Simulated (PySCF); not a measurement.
## Computed properties of Sn(vinyl)4 (C8H12Sn), SMILES C=[CH][Sn]([CH]=C)([CH]=C)[CH]=C

Sn(vinyl)4 (C8H12Sn), SMILES C=[CH][Sn]([CH]=C)([CH]=C)[CH]=C. The structure is a stationary point at B3LYP-D3(BJ)/def2-SVP. The isomer is the one that the SMILES or the coordinates give; other isomers of the formula were not compared. The def2 effective core potentials stand for the cores of Sn; spin–orbit coupling is left out. Other conformers were not sampled. All values are computed for the isolated molecule unless a solvent is named; none is compared with measurement here.

**Structure.** All 57 harmonic modes at B3LYP-D3(BJ)/def2-SVP (PySCF) are real, so it is a minimum. With heavy atoms numbered as in [CH2:1]=[CH:2][Sn:3]([CH:4]=[CH2:5])([CH:6]=[CH2:7])[CH:8]=[CH2:9], the shortest bond between them is C4–C5 at 1.338 Å and the longest Sn3–C4 at 2.156 Å.

**Vibrations.** The strongest infrared lines (harmonic, unscaled, degenerate partners summed) lie at 526 cm⁻¹ (64 km/mol, C 61 %, H 26 %, Sn 13 %), 480 cm⁻¹ (59 km/mol, H 55 %, C 38 %), 511 cm⁻¹ (45 km/mol, C 59 %, H 39 %). The softest mode is at 42 cm⁻¹ and the zero-point energy is 104.2 kcal/mol.

**Electronic structure.** HF/def2-SVP (PySCF) places the frontier levels at -9.93 and 3.36 eV, a gap of 13.29 eV, and gives a dipole moment of 0.09 D and a mean polarisability of 117.7 bohr³. PBE/def2-SVP (PySCF) at the same geometry gives -6.24 and -1.28 eV, so its gap is 8.33 eV narrower. An orbital gap is neither the optical nor the fundamental gap.

**Excitations.** TDA-ωB97X/def2-SVP (PySCF) has S1 at 6.27 eV (198 nm, f = 0.007, weak); the most intense of the 10 singlets computed lies at 7.88 eV (f = 0.76). T1 (TDA) is at 4.37 eV, 1.90 eV under S1. TDA-PBE/def2-SVP (PySCF) puts S1 at 5.12 eV. No vertical singlet excitation falls in the visible range (under 3.1 eV).
